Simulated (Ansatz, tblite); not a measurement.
Cost and result up the ladder for Ag2Au2 (the lowest singlet isomer of a short search) (4 atoms). The state is a singlet with charge 0. Geometry: PBE0-D4/def2-SVP.

```xyz
4

Au   -1.497   -1.465   -1.071
Au    1.498    1.464    1.072
Ag    1.031   -0.600   -0.622
Ag   -1.032    0.601    0.621
```

Ansatz on 4 threads of Arm Neoverse V2 on a shared host; xTB runs through tblite on one thread. Times are rough, summed over both states, and most runs start from the orbitals of an earlier one. ωB97M-V/def2-TZVP serves as the yardstick here, not as an exact answer. The other state is a triplet at its own geometry, which has other bonds, so the gap mixes isomer and spin.

In the def2 sets Ag, Au take a core potential; there is no spin–orbit coupling. The xTB rows come from tblite. LC-ωPBE has ω = 0.4 bohr⁻¹. Correlated methods freeze no core orbitals; core or outer-core shells of Au, Ag are correlated, in sets that lack core-valence functions. At PBE0-D4/def2-TZVP a singlet of charge 0 lies 1.16 eV below the triplet, each at its own geometry. The structure comes from a short search, and lower isomers may exist.

Correlated methods converge slowly with the basis.

xTB has no spin-polarisation term.

| level | functions | wall time |
| --- | --- | --- |
| GFN1-xTB | 36 | 0.006 s |
| GFN2-xTB | 36 | 0.006 s |
| PBE-D4/def2-TZVP (with forces) | 160 | 6.2 s |
| MP2/def2-TZVP | 160 | 6.7 s |
| LC-ωPBE/def2-TZVP | 160 | 8.8 s |
| PBE0-D4/def2-TZVP | 160 | 10 s |
| CAM-B3LYP-D4/def2-TZVP | 160 | 11 s |
| r2SCAN-D4/def2-TZVP | 160 | 15 s |
| RPA@PBE/def2-TZVP | 160 | 17 s |
| ωB97X-V/def2-TZVP | 160 | 25 s |
| B97M-V/def2-TZVP | 160 | 27 s |
| ωB97M-V/def2-TZVP | 160 | 33 s |

(1) Estimate what each level gives for the triplet − singlet (eV).

Results:

(1) 
```
                         level  triplet − singlet (eV)  difference from ωB97M-V/def2-TZVP (eV)                                   remarks
                      GFN1-xTB                    1.00                                   -0.33                                         –
                      GFN2-xTB                    4.01                                    2.68                                         –
PBE-D4/def2-TZVP (with forces)                    1.16                                   -0.17                                         –
                 MP2/def2-TZVP                    1.47                                    0.14  test for broken spin undecided (singlet)
             LC-ωPBE/def2-TZVP                    1.17                                   -0.16                                         –
             PBE0-D4/def2-TZVP                    1.16                                   -0.17                                         –
        CAM-B3LYP-D4/def2-TZVP                    1.21                                   -0.12                                         –
           r2SCAN-D4/def2-TZVP                    1.15                                   -0.18                                         –
             RPA@PBE/def2-TZVP                    1.28                                   -0.05                                         –
             ωB97X-V/def2-TZVP                    1.30                                   -0.03                                         –
              B97M-V/def2-TZVP                    1.09                                   -0.24                                         –
             ωB97M-V/def2-TZVP                    1.33                                    0.00                                         –
```
